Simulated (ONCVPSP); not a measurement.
An all-electron radial function and its pseudo partner (bismuth (Bi))

Columns: radius, all-electron u(r) and pseudo u(r) of the 5p shell (level -95.86 eV) of bismuth in the configuration [Kr] 4d10 4f14 5s2 5p6 5d10 6s2 6p3; PBE, scalar-relativistic, ONCV scheme, ONCVPSP 4.0.1.

| r (bohr) | all-electron | pseudo |
| --- | --- | --- |
| 0.068 | -0.0034 | 0.0080 |
| 0.135 | 0.4491 | 0.0334 |
| 0.202 | -0.0516 | 0.0811 |
| 0.270 | -0.5642 | 0.1581 |
| 0.338 | -0.6585 | 0.2670 |
| 0.405 | -0.4174 | 0.4038 |
| 0.473 | -0.0203 | 0.5645 |
| 0.540 | 0.3821 | 0.7313 |
| 0.608 | 0.7258 | 0.8927 |
| 0.675 | 0.9729 | 1.0282 |
| 0.742 | 1.1290 | 1.1281 |
| 0.810 | 1.2064 | 1.1859 |
| 0.878 | 1.2200 | 1.1994 |
| 0.945 | 1.1876 | 1.1737 |
| 1.013 | 1.1235 | 1.1164 |
| 1.080 | 1.0415 | 1.0388 |
| 1.148 | 0.9487 | 0.9479 |
| 1.215 | 0.8542 | 0.8540 |
| 1.283 | 0.7599 | 0.7597 |
| 1.350 | 0.6716 | 0.6714 |
| 1.418 | 0.5883 | 0.5881 |
| 1.485 | 0.5133 | 0.5131 |
| 1.553 | 0.4448 | 0.4447 |
| 1.620 | 0.3848 | 0.3846 |
| 1.688 | 0.3308 | 0.3307 |
| 1.755 | 0.2843 | 0.2842 |

(1) How many radial nodes do the two functions have?

(2) At about which radius was the pseudo-wave matched?

(3) Is the pseudo-wave norm-conserving?

Answers

(1) The all-electron 5p function has n − l − 1 = 3; the pseudo-wave has 0, since the states of the same l below it are removed with the core.

(2) 1.30 bohr. The columns agree to 0.0005 from 1.22 bohr on; several derivatives are matched, so the curves merge somewhat inside the radius.

(3) Yes: the ONCV scheme keeps the norm inside the radius equal to the all-electron one, which fixes the energy derivative of the logarithmic derivative at the level.
